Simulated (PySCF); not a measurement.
## From orbital energies to excitation energies

Species: C3H7Cl3Si2.
SMILES: `ClC(Cl)(Cl)C1[SiH2]C[SiH2]1`

Method: TDDFT CAM-B3LYP/def2-SVPD, vertical, gas phase, core orbitals frozen in the response (PySCF 2.14.0, density-fitted response routines). Isolated species at its GFN2-xTB geometry, gas phase. Torsions of this conformer, `[Cl:1][C:2]([Cl:3])([Cl:4])[CH:5]1[SiH2:6][CH2:7][SiH2:8]1`: Cl1–C2–C5–Si6 -52°.

Orbital energies (eV): HOMO-3 -10.04, HOMO-2 -9.95, HOMO-1 -9.85, HOMO -9.56, LUMO 0.14, LUMO+1 0.55, LUMO+2 0.88.

Q: Among the lowest singlets, which states do these configurations lead, and at what energies: HOMO-3→LUMO, HOMO→LUMO?

A: 

| state | leading configuration | weight | Δε (eV) | E (eV) | E − Δε (eV) | f | other configurations |
| --- | --- | --- | --- | --- | --- | --- | --- |
| S1 | HOMO→LUMO | 0.64 | 9.70 | 6.32 | -3.38 | 0.0023 | H-1→L (15%) |
| S2 | HOMO-3→LUMO | 0.65 | 10.19 | 6.41 | -3.78 | 0.0002 | H-3→L+1 (9%) |

E − Δε runs from -3.78 to -3.38 eV. Among themselves, these states come in the order of their orbital differences. Δε is the difference of the two orbital energies.

H and L stand for HOMO and LUMO. The other states: S3 6.67 eV, f 0.0070, H-2→L (51%), H-4→L (17%); S4 6.72 eV, f 0.0033, H→L+1 (39%), H-1→L (24%), H→L (12%); S5 7.01 eV, f 0.034, H-4→L (23%), H-1→L+2 (14%), H-6→L (14%); S6 7.17 eV, f 0.0048, H-5→L (25%), H→L+1 (18%), H-1→L+1 (11%); S7 7.21 eV, f 0.021, H-4→L (24%), H-2→L (24%), H→L+2 (16%); S8 7.27 eV, f 0.015, H-3→L+2 (24%), H-2→L (12%), H-6→L (12%).

Triplets, Tamm–Dancoff:

```json
{"state": "T1", "E (eV)": "5.79", "λ (nm)": "214.0", "main configurations (H = HOMO, L = LUMO)": "H-3→L (35%), H-1→L (19%)"}
{"state": "T2", "E (eV)": "5.86", "λ (nm)": "211.7", "main configurations (H = HOMO, L = LUMO)": "H→L (30%), H-3→L (23%)"}
{"state": "T3", "E (eV)": "6.02", "λ (nm)": "205.9", "main configurations (H = HOMO, L = LUMO)": "H-2→L (27%), H-4→L (23%)"}
```

Summed over the main configurations (up to three a state, each over 8%) of all 8 singlets, the electron leaves HOMO with weight 1.48, HOMO-3 with weight 0.99, HOMO-2 with weight 0.86 and HOMO-4 with weight 0.64.

Hardware: one thread of an Arm Neoverse V1, no GPU, shared host with 32 logical CPUs at a one-minute load of 10. Cost: 81 s, 1.2 GiB resident at most.
